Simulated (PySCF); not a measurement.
An equivalent PySCF input for S²⁺ (sulfur, charge +2), [Ne] 3s2 3p2, high-spin 3P determinant, with scalar relativity by spin-free X2C-1e:

```python
from pyscf import gto, scf, dft, mp, cc
import basis_set_exchange as bse
mol = gto.M(atom="S 0 0 0", charge=2, spin=2, symmetry="D2h",
            basis=gto.basis.parse(bse.get_basis("aug-cc-pCVQZ-DK", elements=["S"], fmt="nwchem")),
            nucmod="G")
mf = scf.UHF(mol).sfx2c1e()
mf.irrep_nelec = {'Ag': (3, 3), 'B1u': (2, 1), 'B2u': (2, 1), 'B3u': (1, 1)}
mf.kernel()
```

It reaches the same state as the run whose output follows, and the same energy. The run itself started from symmetry-adapted Hartree-Fock orbitals and held the occupation by maximum overlap, so the iterations belong to that start.

```
SCF conv_tol = 1e-09
number electrons alpha = 8  beta = 6
cycle= 1 E= -397.420032251193  delta_E= -0.00483  |g|= 0.0289  |ddm|= 0.0562
cycle= 2 E= -397.420717325445  delta_E= -0.000685  |g|= 0.0115  |ddm|= 0.0235
cycle= 3 E= -397.420844940183  delta_E= -0.000128  |g|= 0.000569  |ddm|= 0.0172
cycle= 4 E= -397.420845130111  delta_E= -1.9e-07  |g|= 6.01e-05  |ddm|= 0.00112
cycle= 5 E= -397.420845132148  delta_E= -2.04e-09  |g|= 1.26e-05  |ddm|= 0.000133
cycle= 6 E= -397.420845132239  delta_E= -9.06e-11  |g|= 2.26e-06  |ddm|= 4.48e-05
converged SCF energy = -397.420845132239  <S^2> = 2.0115771  2S+1 = 3.0077082
```
